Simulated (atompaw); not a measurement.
# Before and after: PAW (atompaw) potential for Nd

- Element: Nd
- Generator: atompaw 4.2.0.5
- Type: PAW
- Functional: LDA (PW92)
- Relativity: scalar-relativistic
- Frozen core: [Kr] 4d10
- Valence charge: 14
- Reference configuration: 4f4 5s2 5p6 5d0 6s2 6p0
- Partial waves: 5s (bound): rc 2.40 bohr; 6s (bound): rc 2.25 bohr; 5p (bound): rc 3.00 bohr; 6p (bound, empty): rc 3.00 bohr; 5d (bound, empty): rc 3.00 bohr; 5d channel at 0.9 Ry: rc 3.00 bohr; 4f (bound): rc 1.30 bohr; 4f channel at 0.35 Ry: rc 1.30 bohr
- Local potential: ultrasoft scheme with l = 4 at 0 Ry, radius 2.85 bohr
- Core correction: smooth core density matched at 2.15 bohr
- Augmentation charge: sinc compensation charge, radius 2.20 bohr; PAW radius 3.00 bohr; waves and projectors: custom polynom vanderbiltortho

Change: waves 5s (bound); 6s (bound); 5p (bound); 6p (bound); 5d (bound); 5d channel at 0.9 Ry; 4f (bound); 4f channel at 0.35 Ry; augmentation sinc compensation charge, radius 2.20 bohr; PAW radius 3.00 bohr; waves and projectors: bloechl.

Cutoffs: the cutoffs (Ry, on a coarse ladder) from which the occupation-weighted sum of valence levels, in a spherical-Bessel basis at the reference potential, stays within 10 and 1 mRy of its value at 400 Ry; they do not see the model core or the augmentation charge, which bear on the density cutoff.

Question: What does the change do?

Answer: The potential gets softer (110 Ry and 180 Ry → 25 Ry and 35 Ry); the range in which the p phases agree widens (upper end 0.7 → at the end of the scan); the range in which the f phases agree narrows (upper end 4.2 → 1.4); neither file shows a bound ghost.

| quantity | base | changed |
| --- | --- | --- |
| cutoff, loose | 110 Ry | 25 Ry |
| cutoff, tight | 180 Ry | 35 Ry |
| loose cutoff by channel (10 mRy a level) | s 8 Ry, p 8 Ry, f 70 Ry | s 10 Ry, p 12 Ry, f 18 Ry |
| bound ghosts | none | none |
| s: phases at 3.01 bohr within 0.05 rad from the reference energy up to (Ry; the scan ends near 5) | 3.8 | 3.5 |
| p: phases at 3.01 bohr within 0.05 rad from the reference energy up to (Ry; the scan ends near 5) | 0.7 | to the end of the scan |
| d: phases at 3.01 bohr within 0.05 rad from the reference energy up to (Ry; the scan ends near 5) | to the end of the scan | to the end of the scan |
| f: phases at 3.01 bohr within 0.05 rad from the reference energy up to (Ry; the scan ends near 5) | 4.2 | 1.4 |
| lowest overlap eigenvalue by channel | s 0.32, p 0.92, d 0.95, f 1.00 | s 0.43, p 0.62, d 0.89, f 1.00 |

 The cutoffs see the waves, projectors and local potential, not the compensation charge or the core.
